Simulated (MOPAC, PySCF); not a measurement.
CH$_{4}$OSi, SMILES `[SiH](=O)C`, neutral singlet in the gas phase. 

Cartesian coordinates (Å):
SMILES: C[SiH]=O
```xyz
7

C     -0.8380    -0.0099     0.0056
Si     1.0152    -0.0546    -0.0148
O      1.8865    -1.2927    -0.1599
H     -1.1894     0.4255     0.9455
H     -1.2590    -1.0076    -0.1088
H     -1.2046     0.6326    -0.8003
H      1.5893     1.3067     0.1327
```
Charge 0, spin multiplicity 1.

All levels are single points at this geometry (B3LYP-D3(BJ)/def2-TZVP); Pople sets use spherical d functions. Orbital energies aren't observables, and empty levels follow the basis.

HF/3-21G in PySCF gives gap (eV) = 13.53.

Estimate the gap (eV) from each of these levels: B3LYP-D3(BJ)/def2-TZVP in PySCF; PBE-D3(BJ)/def2-TZVP in PySCF; B3LYP/3-21G in PySCF; B3LYP/6-311+G** in PySCF; B3LYP/LANL2DZ in PySCF; BP86/6-31G* in PySCF; PBE/6-31G* in PySCF; PM7 in MOPAC.


| level | gap (eV) |
|---|---|
| B3LYP-D3(BJ)/def2-TZVP in PySCF | 5.91 |
| PBE-D3(BJ)/def2-TZVP in PySCF | 3.99 |
| B3LYP/3-21G in PySCF | 5.97 |
| B3LYP/6-311+G** in PySCF | 5.89 |
| B3LYP/LANL2DZ in PySCF | 5.69 |
| BP86/6-31G* in PySCF | 4.09 |
| PBE/6-31G* in PySCF | 4.06 |
| PM7 in MOPAC | 9.49 |
